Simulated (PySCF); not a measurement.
C2H7NTe, SMILES CN(C)[TeH], PBE0/def2-SVP optimised geometry.

```
11

Te    -1.82    -0.59     0.00
H     -1.93     1.08     0.00
N      0.24    -0.59     0.00
C      0.86    -1.08    -1.21
C      0.86    -1.08     1.21
H      1.93    -0.80    -1.20
H      0.82    -2.18    -1.33
H      0.40    -0.62    -2.09
H      0.82    -2.19     1.33
H      1.93    -0.80     1.19
H      0.40    -0.62     2.09
```

Density from PBE0/def2-TZVP, def2 effective core potentials past Kr (PySCF) at that geometry. The core electrons that the potentials of Te replace are not part of the density.

Minimum of the electron density along straight lines between bonded atoms, close to the bond critical point (lines longer than 1.1 times the sum of covalent radii, or with two minima, are not listed):

| bond | length / Å | ρ at the minimum / e bohr⁻³ | ∇²ρ there / e bohr⁻⁵ | position (fraction from the first atom) |
|---|---|---|---|---|
| Te1–H2 | 1.672 | (withheld) | -0.06 | 0.63 |
| Te1–N3 | 2.062 | (withheld) | (withheld) | 0.50 |
| N3–C4 | 1.445 | 0.274 | -0.73 | 0.60 |
| N3–C5 | 1.445 | 0.274 | -0.73 | 0.60 |
| C4–H6 | 1.106 | 0.272 | -0.92 | 0.64 |
| C4–H7 | 1.111 | 0.269 | -0.90 | 0.64 |
| C4–H8 | 1.099 | 0.278 | -0.96 | 0.65 |
| C5–H9 | 1.111 | 0.269 | -0.90 | 0.64 |
| C5–H10 | 1.106 | 0.272 | -0.92 | 0.64 |
| C5–H11 | 1.099 | 0.278 | -0.96 | 0.65 |

Q: Complete the blanks.

A: 
- Te1–H2, ρ at the minimum / e bohr⁻³: 0.134
- Te1–N3, ρ at the minimum / e bohr⁻³: 0.123
- Te1–N3, ∇²ρ there / e bohr⁻⁵: 0.15
